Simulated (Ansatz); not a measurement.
Consider the substitution at a C–B bond: `C[B](C)[GaH2]` + `O=COCCO` → `COCCOC=O` + `C[BH][GaH2]`.

Isolated molecules relaxed with PBE0-D4/def2-TZVP in Ansatz; ΔE leaves out vibrations. CBS: MP2 limit from def2 TZ/QZ plus the TZ coupled-cluster correction, frozen cores. Functionals use def2-TZVPP. B3LYP here is the variant with VWN-RPA as its local correlation; programs differ in this. For Ga outer-core shells are correlated without core-valence functions, which leaves a few kJ/mol of doubt a bond. Scalar relativity is left out up to krypton. Each species was taken in one conformer, which may not be the lowest.

| level | ΔE (kcal/mol) |
| --- | --- |
| B3LYP-D4 | 21.0 |
| ωB97X-V | 20.8 |
| r2SCAN | 22.5 |
| SCS-MP2/def2-QZVPP | 22.4 |

What does CCSD(T)/CBS give? (An estimate is asked.)

The calculation gave: +22.7 kcal/mol. The listed levels differ from it by -1.7, -1.9, -0.2, -0.3 kcal/mol.

Largest T1 diagnostic among the species: 0.014.

In def2-TZVPP, CCSD(T) changes the Hartree–Fock value by +1.7 kcal/mol (the triples alone add −0.1 kcal/mol) and MP2 by +3.2 kcal/mol.

CCSD(T)/CBS has its own doubt, a few kJ/mol and more with outer-core shells, so smaller differences from it don't rank the levels.
